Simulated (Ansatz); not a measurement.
Caution, from a PySCF single point (PBE0-D3(BJ)/def2-TZVP) at this geometry: the restricted solution is unstable towards spin-unrestricted or complex orbitals, so a lower solution exists and this singlet may not be the ground state. This singlet is an excited state, 0.12 eV above the relaxed triplet at the level B3LYP/cc-pVTZ // PBE0-D3(BJ)/def2-TZVP (Ansatz, an electronic-structure program).

A geometry relaxed with Ansatz with PBE0-D3(BJ)/def2-TZVP, charge 0, multiplicity 1:

```xyz
4

N      0.4874     0.0688    -0.0180
C     -0.7408     0.4661     0.1735
C      1.6585    -0.1331    -0.1550
H     -1.4051    -0.4018    -0.0004
```

Problem. Write the SMILES of this molecule.

Solution. `[C-]#[N+][CH]`
